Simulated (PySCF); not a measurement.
C₂H₇NOSi₂, SMILES CC1=N[SiH2]O[SiH2]1. Geometry: r2SCAN-D4/def2-SVP. The structure was generated by enumeration, and PubChem lists no compound with its InChIKey, so it may never have been made.

Computed equilibrium geometry at r2SCAN-D4/def2-SVP (PySCF confirms it by a frequency run) as a Z-matrix, and its point group:
point group Cs.
```
C
N 1 1.2876
C 1 1.4979 2 121.77
H 3 1.0998 1 110.72 2 0.00
H 3 1.1040 4 109.60 1 121.88
H 3 1.1040 4 109.60 5 116.24
Si 2 1.7690 1 114.15 3 180.00
O 7 1.6862 2 102.64 1 0.00
Si 8 1.6761 7 112.73 2 0.00
H 7 1.4869 8 111.16 9 -118.32
H 7 1.4869 10 110.37 8 123.82
H 9 1.4923 8 111.69 7 118.70
H 9 1.4923 12 109.17 8 -124.02
```
